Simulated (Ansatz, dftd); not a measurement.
Species: SiHICl, charge 0, doublet. SiHICl (SMILES Cl[SiH]I, doublet).
B3LYP-D3(BJ)/def2-TZVP minimum from Ansatz (a program for electronic structure):
```xyz
4

Si    -1.3106    -0.3110     0.4716
Cl    -2.2060     1.4149    -0.2264
I      1.0809    -0.3661    -0.0888
H     -1.4370    -0.2933     1.9538
```
Charge 0, spin multiplicity 2.

Wanted: atomisation energy (electronic, to ground-state atoms), in kJ/mol. Open shells are spin-unrestricted; no spin-orbit coupling. Correlated methods leave the cores frozen (noble-gas shells, and filled d and f shells in the p block). Past Kr the def2 sets carry scalar-relativistic core potentials. CBS(X,Y): correlation extrapolated as X^-3, Hartree-Fock from the larger set. A bracket is a step between two methods taken in the basis named. Where a partner has so few electrons that a lower coupled-cluster level is exact, that level stands in. Spin-orbit terms, left out, reach several kcal/mol for Br and I, and more for heavier atoms.

```csv
level,program,atomisation energy (kJ/mol)
B3LYP-D3(BJ)/def2-TZVPD,Ansatz + dftd3,963.1
B3LYP-D4/def2-TZVPD,Ansatz + dftd4,959.5
CAM-B3LYP-D3(BJ)/def2-TZVPD,Ansatz + dftd3,952.1
CAM-B3LYP/def2-TZVPD,Ansatz,939.2
CCSDT(Q)/def2-SVP,Ansatz,…
"CCSD(T)/CBS(def2-TZVPP,def2-QZVPP) + [CCSDT(Q) - CCSD(T)]/def2-SVP",Ansatz,…
```

Problem. Complete the blanks.

Solution. 
- CCSDT(Q)/def2-SVP, atomisation energy (kJ/mol): 854.1
- CCSD(T)/CBS(def2-TZVPP,def2-QZVPP) + [CCSDT(Q) - CCSD(T)]/def2-SVP, atomisation energy (kJ/mol): 971.8
